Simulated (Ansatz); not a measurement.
Consider the redistribution: `[NH2][Sn][SH]` + `CO[SiH](N)Cl` → `[SH][Sn][Cl]` + `CO[SiH](N)N`.

Program: Ansatz. Geometries: PBE0-D4/def2-TZVP. ΔE: electronic, gas phase. CCSD(T)/CBS is the MP2 limit (def2-TZVPP, def2-QZVPP) plus CCSD(T) − MP2 in def2-TZVPP, frozen cores. def2 core potentials past Kr. For Sn outer-core shells are correlated without core-valence functions, which leaves a few kJ/mol of doubt a bond. One conformer a species, not always the lowest.

`[NH2][Sn][SH]`:

```xyz
6

N     0.376   -0.730   -1.070
Sn    0.534    1.091   -0.235
S    -0.840    0.453    1.682
H    -0.136   -1.509   -0.685
H     0.812   -0.969   -1.946
H    -0.746    1.663    2.255
```

`CO[SiH](N)Cl`:

Cartesian coordinates in Å:
```
C 0.400 0.280 1.852
O -0.416 0.062 0.723
Si 0.154 -0.202 -0.783
N -1.076 -0.370 -1.929
Cl 1.298 1.425 -1.315
H 0.946 1.225 1.766
H 1.124 -0.532 1.988
H -0.242 0.322 2.732
H 1.016 -1.404 -0.785
H -1.596 -1.229 -2.002
H -1.607 0.424 -2.246
```

`[SH][Sn][Cl]`:

Z-matrix (Å, degrees):
```
S
Sn 1 2.427
H 1 1.344 2 93.1
Cl 2 2.379 1 96.5 3 -0.0
```

`CO[SiH](N)N`:

Cartesian coordinates in Å:
```
C 0.490 -1.280 -1.355
O 1.005 -0.071 -0.855
Si 0.286 0.812 0.330
N 0.232 -0.182 1.723
N -1.324 1.323 0.093
H 0.321 -2.012 -0.557
H -0.458 -1.122 -1.883
H 1.211 -1.696 -2.062
H 1.120 2.036 0.365
H 1.032 -0.739 1.975
H -0.274 0.124 2.537
H -2.100 0.686 0.167
H -1.542 2.121 -0.478
```

```json
{"species": "`[NH2][Sn][SH]`", "MP2/CBS(def2) energy (Eh)": "-668.32147"}
{"species": "`CO[SiH](N)Cl`", "MP2/CBS(def2) energy (Eh)": "-920.44017"}
{"species": "`[SH][Sn][Cl]`", "MP2/CBS(def2) energy (Eh)": "-1072.22145"}
{"species": "`CO[SiH](N)N`", "MP2/CBS(def2) energy (Eh)": "-516.55840"}
```

(1) Work out ΔE.

Largest T1 diagnostic among the species: 0.016.

## Answers

(1) ΔE = (-1072.22145) + (-516.55840) − (-668.32147) − (-920.44017) = -0.01821 Eh = -47.8 kJ/mol. CCSD(T)/CBS gives -49.7 kJ/mol.

In def2-TZVPP, CCSD(T) changes the Hartree–Fock value by +12.9 kJ/mol (the triples alone add +2.0 kJ/mol) and MP2 by +14.8 kJ/mol.
